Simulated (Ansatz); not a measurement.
Relaxation of mer-CoF3(H2O)3 (CoO₃F₃H₆) with RKS r2SCAN-D4/def2-SVP.

```sh
$ ansatz run in.yaml --threads 4 --pin off --events-out ev --progress --plain --max-ram 8704MiB
```

```yaml
crystal:
  periodic: [false, false, false]
  atoms:
    - {symbol: Co, position_ang: [0.165580, 0.065290, -0.008310]}
    - {symbol: F, position_ang: [0.118250, 0.058320, 1.756720]}
    - {symbol: F, position_ang: [0.081760, 0.007310, -1.770340]}
    - {symbol: F, position_ang: [1.925850, 0.069230, -0.022240]}
    - {symbol: O, position_ang: [-1.856350, 0.087280, -0.000560]}
    - {symbol: H, position_ang: [-2.210760, -0.364000, 0.773170]}
    - {symbol: H, position_ang: [-2.194300, -0.322090, -0.804880]}
    - {symbol: O, position_ang: [0.279480, 2.035450, -0.020550]}
    - {symbol: H, position_ang: [0.868930, 2.200130, -0.772160]}
    - {symbol: H, position_ang: [0.786970, 2.209040, 0.787880]}
    - {symbol: O, position_ang: [0.299630, -1.931160, 0.019170]}
    - {symbol: H, position_ang: [0.852220, -2.050320, 0.807750]}
    - {symbol: H, position_ang: [0.882740, -2.064480, -0.745650]}
basis:
  gaussian: {orbitals: def2-SVP}
hamiltonian: {xc: r2scan, dispersion: d4}
scf: {lower_state_search: "off"}
output: {orbitals: {seedname: orbitals}}
relax: {f_tol: 0.02, max_steps: 100}
```

Hardware: 4 threads of Intel Xeon Platinum 8488C on a shared host. Wall time 32 s.

Positions (Å) and forces (eV/Å) at steps 1, 2, 3, 4, 5, 6, 7, 8, 9, 10, 11, 12 of 12:

```xyz
13
step=1 energy=-51997.0566 eV
Co    0.166    0.065   -0.008   -0.286   -0.040    0.023
F     0.118    0.058    1.757   -0.104   -0.007    0.807
F     0.082    0.007   -1.770   -0.121   -0.032   -0.797
F     1.926    0.069   -0.022    0.299   -0.026   -0.023
O    -1.856    0.087   -0.001    0.582    0.462    0.026
H    -2.211   -0.364    0.773   -0.019   -0.220    0.157
H    -2.194   -0.322   -0.805    0.001   -0.218   -0.184
O     0.279    2.035   -0.021   -0.583   -0.472   -0.014
H     0.869    2.200   -0.772    0.228   -0.123   -0.045
H     0.787    2.209    0.788    0.193   -0.139    0.061
O     0.300   -1.931    0.019   -0.509    0.507   -0.042
H     0.852   -2.050    0.808    0.171    0.158    0.116
H     0.883   -2.064   -0.746    0.149    0.151   -0.085
13
step=2 energy=-51997.1801 eV
Co    0.155    0.073   -0.009   -0.494    0.004   -0.006
F     0.099    0.068    1.772   -0.014   -0.018    0.456
F     0.055    0.013   -1.787   -0.042   -0.052   -0.442
F     1.921    0.060   -0.030    0.237   -0.010   -0.014
O    -1.839    0.093   -0.001    0.249    0.189    0.000
H    -2.157   -0.395    0.772    0.051   -0.090    0.025
H    -2.135   -0.360   -0.806    0.074   -0.077   -0.027
O     0.269    2.013   -0.022   -0.225   -0.267   -0.034
H     0.889    2.130   -0.763    0.108   -0.056    0.030
H     0.791    2.137    0.791    0.097   -0.061    0.018
O     0.262   -1.889    0.021   -0.217    0.319    0.002
H     0.834   -1.961    0.807    0.085    0.064    0.037
H     0.855   -1.982   -0.746    0.092    0.054   -0.045
13
step=3 energy=-51997.2323 eV
Co    0.110    0.090   -0.014    0.085    0.043   -0.038
F     0.077    0.086    1.792    0.010    0.000   -0.030
F    -0.002   -0.004   -1.813   -0.028   -0.042    0.033
F     1.892    0.056   -0.051    0.062    0.013   -0.013
O    -1.831    0.102    0.000   -0.236   -0.272    0.064
H    -2.075   -0.453    0.764    0.047    0.143   -0.110
H    -2.045   -0.401   -0.808    0.056    0.120    0.046
O     0.276    1.992   -0.028    0.145    0.099   -0.070
H     0.951    2.050   -0.735   -0.083    0.001    0.149
H     0.786    2.060    0.805   -0.051    0.007   -0.045
O     0.224   -1.829    0.027    0.047   -0.078    0.040
H     0.818   -1.857    0.806   -0.034   -0.021   -0.040
H     0.821   -1.893   -0.745   -0.021   -0.012    0.014
13
step=4 energy=-51997.2402 eV
Co    0.116    0.091   -0.018    0.032    0.002   -0.030
F     0.093    0.095    1.788    0.017    0.025   -0.032
F    -0.013   -0.023   -1.815   -0.026   -0.031    0.035
F     1.900    0.061   -0.067   -0.023    0.006   -0.017
O    -1.835    0.099    0.003   -0.066   -0.079    0.037
H    -2.081   -0.462    0.758    0.005    0.036   -0.025
H    -2.049   -0.387   -0.813    0.047    0.045   -0.008
O     0.278    1.999   -0.033    0.049    0.027   -0.027
H     0.976    2.059   -0.714    0.002    0.002    0.064
H     0.758    2.073    0.815   -0.043   -0.008   -0.002
O     0.224   -1.834    0.034    0.039   -0.006    0.018
H     0.824   -1.863    0.806   -0.015   -0.013   -0.009
H     0.812   -1.907   -0.744   -0.018   -0.006   -0.003
13
step=5 energy=-51997.2613 eV
Co    0.127    0.096   -0.041   -0.010   -0.022   -0.042
F     0.166    0.164    1.765    0.038    0.105   -0.068
F    -0.090   -0.117   -1.826   -0.023   -0.002    0.090
F     1.914    0.074   -0.156   -0.210   -0.006   -0.020
O    -1.848    0.090    0.018    0.269    0.291   -0.051
H    -2.091   -0.515    0.731   -0.098   -0.189    0.050
H    -2.033   -0.328   -0.842    0.057   -0.072    0.004
O     0.288    2.017   -0.066    0.829    0.031    0.295
H     1.128    2.069   -0.596   -0.594   -0.111    0.497
H     0.596    2.102    0.879   -0.290   -0.167   -0.742
O     0.221   -1.840    0.069    0.126    0.122   -0.055
H     0.861   -1.864    0.807   -0.007   -0.006   -0.017
H     0.761   -1.948   -0.741   -0.088    0.024    0.059
13
step=6 energy=-51997.2843 eV
Co    0.130    0.101   -0.054    0.015   -0.037   -0.069
F     0.212    0.226    1.751    0.028    0.128   -0.128
F    -0.141   -0.174   -1.831   -0.016    0.001    0.166
F     1.917    0.077   -0.214   -0.255    0.014    0.007
O    -1.845    0.095    0.028    0.262    0.269   -0.002
H    -2.087   -0.548    0.710   -0.091   -0.154   -0.040
H    -2.006   -0.288   -0.856    0.075   -0.080    0.037
O     0.298    2.019   -0.093    1.139    0.061    0.540
H     1.222    2.041   -0.488   -1.001   -0.135    0.519
H     0.467    2.096    0.897   -0.198   -0.198   -1.001
O     0.219   -1.834    0.096    0.216    0.124   -0.051
H     0.902   -1.848    0.797   -0.053   -0.022   -0.079
H     0.711   -1.961   -0.744   -0.120    0.028    0.100
13
step=7 energy=-51997.3757 eV
Co    0.135    0.108   -0.013   -0.029   -0.094    0.230
F     0.254    0.343    1.775   -0.028    0.134   -0.146
F    -0.154   -0.242   -1.775   -0.076   -0.069   -0.045
F     1.909    0.093   -0.182    0.017    0.011   -0.035
O    -1.828    0.100    0.053    0.033    0.026   -0.035
H    -2.093   -0.639    0.623   -0.029   -0.001   -0.040
H    -1.910   -0.202   -0.879    0.052   -0.009    0.026
O     0.296    2.015   -0.117    0.160   -0.026    0.082
H     1.230    1.974   -0.429   -0.100    0.021    0.086
H     0.391    2.084    0.864   -0.027   -0.041   -0.067
O     0.219   -1.816    0.158    0.272   -0.018   -0.044
H     1.037   -1.868    0.695   -0.138    0.009   -0.129
H     0.513   -1.951   -0.772   -0.108    0.056    0.118
13
step=8 energy=-51997.4165 eV
Co    0.145    0.097    0.028    0.175    0.065   -0.139
F     0.230    0.444    1.788    0.001    0.064    0.013
F    -0.152   -0.321   -1.738   -0.033   -0.119    0.047
F     1.924    0.063   -0.139   -0.054    0.022    0.049
O    -1.812    0.102    0.053   -0.039   -0.020    0.042
H    -2.096   -0.639    0.611   -0.040    0.024   -0.008
H    -1.856   -0.205   -0.880    0.031   -0.001   -0.044
O     0.310    2.004   -0.144   -0.038   -0.010    0.078
H     1.269    1.973   -0.352    0.029   -0.040   -0.036
H     0.302    2.117    0.836   -0.009   -0.060    0.044
O     0.240   -1.830    0.190    0.100   -0.017    0.011
H     1.155   -1.886    0.534   -0.072    0.032   -0.052
H     0.341   -1.919   -0.787   -0.051    0.061   -0.006
13
step=9 energy=-51997.4250 eV
Co    0.146    0.100    0.027    0.108   -0.030   -0.059
F     0.224    0.459    1.787    0.016    0.069    0.009
F    -0.153   -0.344   -1.735   -0.017   -0.073    0.028
F     1.924    0.068   -0.132   -0.040    0.008    0.028
O    -1.812    0.102    0.046   -0.022    0.011    0.014
H    -2.106   -0.632    0.607   -0.032    0.000    0.013
H    -1.846   -0.213   -0.885    0.016   -0.001   -0.047
O     0.309    2.008   -0.133   -0.050   -0.019   -0.060
H     1.262    1.986   -0.360    0.054   -0.030   -0.035
H     0.321    2.087    0.850   -0.025   -0.026    0.153
O     0.244   -1.829    0.199    0.017    0.018    0.024
H     1.169   -1.873    0.511    0.019    0.017   -0.003
H     0.316   -1.918   -0.781   -0.044    0.055   -0.065
13
step=10 energy=-51997.4366 eV
Co    0.156    0.093    0.039   -0.029    0.060    0.015
F     0.235    0.516    1.791    0.017   -0.019   -0.025
F    -0.164   -0.404   -1.714    0.044   -0.018   -0.016
F     1.932    0.065   -0.123   -0.032   -0.012    0.020
O    -1.809    0.106    0.035   -0.003   -0.010    0.039
H    -2.142   -0.619    0.589    0.007    0.024   -0.027
H    -1.821   -0.208   -0.899    0.006   -0.010    0.021
O     0.304    2.003   -0.123   -0.006   -0.015   -0.071
H     1.256    1.996   -0.356   -0.006   -0.007    0.009
H     0.316    2.041    0.869    0.002   -0.009    0.050
O     0.263   -1.833    0.214    0.014    0.004    0.023
H     1.211   -1.868    0.454    0.002    0.004   -0.013
H     0.263   -1.887   -0.776   -0.015    0.006   -0.024
13
step=11 energy=-51997.4369 eV
Co    0.156    0.094    0.043    0.044   -0.051   -0.001
F     0.231    0.522    1.791   -0.010    0.018   -0.007
F    -0.146   -0.418   -1.713   -0.025    0.009    0.019
F     1.931    0.058   -0.105    0.011    0.018   -0.007
O    -1.808    0.109    0.037    0.049    0.039   -0.073
H    -2.147   -0.605    0.595   -0.018   -0.051    0.045
H    -1.813   -0.219   -0.893   -0.034    0.007   -0.007
O     0.303    2.002   -0.130   -0.059   -0.014    0.088
H     1.256    1.996   -0.352    0.049    0.002   -0.005
H     0.304    2.036    0.866    0.015    0.010   -0.061
O     0.269   -1.832    0.215    0.035   -0.033   -0.043
H     1.227   -1.864    0.423   -0.087    0.027   -0.030
H     0.237   -1.879   -0.779    0.029    0.020    0.082
13
step=12 energy=-51997.4379 eV
Co    0.157    0.091    0.041   -0.011   -0.003   -0.001
F     0.229    0.520    1.790   -0.003    0.003    0.002
F    -0.144   -0.416   -1.714   -0.003    0.002   -0.001
F     1.933    0.057   -0.105    0.000    0.003    0.001
O    -1.806    0.107    0.036    0.004    0.009    0.003
H    -2.145   -0.607    0.597    0.005    0.001   -0.002
H    -1.829   -0.215   -0.894   -0.004   -0.009   -0.004
O     0.304    1.999   -0.128   -0.001   -0.002    0.000
H     1.258    1.994   -0.352    0.004    0.000   -0.001
H     0.308    2.037    0.866    0.002   -0.001    0.001
O     0.268   -1.835    0.214   -0.003    0.000    0.004
H     1.224   -1.854    0.427    0.001   -0.007   -0.005
H     0.244   -1.878   -0.778    0.008    0.003    0.001
```

At PBE0-D4/def2-TZVP a quintet of charge 0 lies 0.40 eV below the restricted singlet, each at its own geometry.
